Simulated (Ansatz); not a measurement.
`[NH2][W]([NH2])(=[O])=[S]` + `C[O][Sn][OH]` → `C[O][W]([NH2])(=[O])=[S]` + `[NH2][Sn][OH]`  (redistribution)

Isolated molecules relaxed with PBE0-D4/def2-TZVP in Ansatz; ΔE leaves out vibrations. CBS: MP2 limit from def2 TZ/QZ plus the TZ coupled-cluster correction, frozen cores. Functionals use def2-TZVPP. B3LYP here is the variant with VWN-RPA as its local correlation; programs differ in this. HSE06 is defined as in plane-wave codes. Elements past krypton have def2 core potentials. For Sn, W outer-core shells are correlated without core-valence functions, which leaves a few kJ/mol of doubt a bond. One conformer a species, not always the lowest.

```csv
level,ΔE (eV)
LDA (SPW92),-0.07
B3LYP-D4,-0.07
HSE06-D4,-0.07
PBE-QIDH,-0.10
```

(1) What does CCSD(T)/CBS give? (Estimate.)

Largest T1 diagnostic among the species: 0.022, so the coupled-cluster value is less sure than usual.

## Answers

(1) The calculation gave: -0.05 eV. The listed levels differ from it by -0.02, -0.02, -0.02, -0.05 eV.

In def2-TZVPP, CCSD(T) changes the Hartree–Fock value by +0.05 eV (the triples alone add −0.00 eV) and MP2 by +0.04 eV. Leaving LDA and LC-ωPBE aside and taking each functional with its dispersion term where it has one, the values, not all of them listed here, spread over 0.06 eV, from PBE-QIDH to revPBE-D4.
